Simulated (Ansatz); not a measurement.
Ansatz (a first-principles code) input:

Ansatz 0.2 input:
```yaml
crystal:
  periodic: [false, false, false]
  atoms:
    - {symbol: Ca, position_ang: [-0.00000000, -0.00000000, -1.12308380]}
    - {symbol: Cl, position_ang: [0.00000000, 0.00000000, 1.32127506]}
basis:
  gaussian:
    orbitals: def2-TZVP
hamiltonian:
  xc: b3lyp
  dispersion: d3bj
magnetization: {spin_polarized: true, initial_magnetization: 1}
phonons: {temperatures: {t_min: 298.15, t_max: 298.15, t_step: 100}}
```

Question: Predict the final energy.

Answer: -1137.90042 Eh (B3LYP-D3(BJ)/def2-TZVP). The basis has 73 functions.
